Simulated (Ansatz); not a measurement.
Si(F)3(NHSiH3) (F3H4NSi2), SMILES F[Si](F)(N[SiH3])F.

Coordinates come from a B3LYP-D3(BJ)/def2-SVP optimisation. The values are those of a single conformer.

Two levels are set side by side: PBE/def2-TZVPD (Ansatz, a program for electronic structure) and PBE0/def2-TZVPD (Ansatz). Energy differences of separate SCF runs at the same geometry; the states with an electron removed or added have multiplicity 2 and 2. Differences are taken from unrounded values.

```tsv
quantity	PBE0
vertical ionisation energy (eV)	10.68
vertical singlet–triplet gap (eV)	6.21
```

**Question.** What does PBE give, and how far is it from PBE0? (An estimate is asked for; the answer gives what the named calculation found.)

**Answer.** 
```csv
quantity,PBE,PBE minus PBE0
vertical ionisation energy (eV),10.36,-0.31
vertical singlet–triplet gap (eV),5.77,-0.44
```
